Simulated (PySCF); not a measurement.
How the method changes the constants of ZnAs

State: ⁴Σ⁻ (quartet), unpaired electrons σ ↑, π ↑↑. Set-up: Zn pcseg-1, As pcseg-1; no relativity (PySCF 2.14). De refers to Zn + As in their high-spin ground configurations, without counterpoise correction. The functionals are run spin-unrestricted. A positive dipole means Zn(−)As(+). Levels whose curve was spin-contaminated or gave no clean fit are not listed.

```json
{"Level": "UHF-MP2", "Re (Å)": "2.559", "ωe (cm⁻¹)": "147", "De (eV)": "0.120", "μ (D)": "n/a", "CPU s a point (SCF and correlation, without the integrals)": "0.66"}
{"Level": "UHF-SCS-MP2", "Re (Å)": "2.614", "ωe (cm⁻¹)": "122", "De (eV)": "0.024", "μ (D)": "n/a", "CPU s a point (SCF and correlation, without the integrals)": "n/a"}
{"Level": "PBE", "Re (Å)": "2.611", "ωe (cm⁻¹)": "145", "De (eV)": "0.404", "μ (D)": "-0.99", "CPU s a point (SCF and correlation, without the integrals)": "1"}
{"Level": "BLYP", "Re (Å)": "2.699", "ωe (cm⁻¹)": "120", "De (eV)": "0.245", "μ (D)": "-0.88", "CPU s a point (SCF and correlation, without the integrals)": "0.79"}
{"Level": "r²SCAN", "Re (Å)": "2.530", "ωe (cm⁻¹)": "174", "De (eV)": "0.51", "μ (D)": "-1.38", "CPU s a point (SCF and correlation, without the integrals)": "1.4"}
{"Level": "TPSSh", "Re (Å)": "2.575", "ωe (cm⁻¹)": "155", "De (eV)": "0.410", "μ (D)": "-1.32", "CPU s a point (SCF and correlation, without the integrals)": "1.6"}
{"Level": "PBE0", "Re (Å)": "2.583", "ωe (cm⁻¹)": "153", "De (eV)": "0.365", "μ (D)": "-1.25", "CPU s a point (SCF and correlation, without the integrals)": "2"}
{"Level": "B97-3", "Re (Å)": "2.675", "ωe (cm⁻¹)": "126", "De (eV)": "0.256", "μ (D)": "-1.21", "CPU s a point (SCF and correlation, without the integrals)": "0.96"}
```

Task: What does the step from GGA to meta-GGA do here, going from PBE to r²SCAN?

Result: r²SCAN less PBE: -8.1 pm in Re, +20.0 % in ωe, +0.11 eV in De. 

Correlated steps freeze 14 core orbitals. The bond is weak. Basis-set superposition, not corrected here, can be much of De in a small basis, most of all at correlated wavefunction levels. Functionals without a dispersion term scatter widely for such bonds, and LDA overbinds them. Spin–orbit coupling is left out. The state is the lowest determinant that a PBE0 search found; another state may lie lower at other levels.

The whole job (state search and all levels along the bond) took about 3.4 min on 1 thread of Oxide Virtual Turin-like (shared host), peak memory 0.75 GiB.
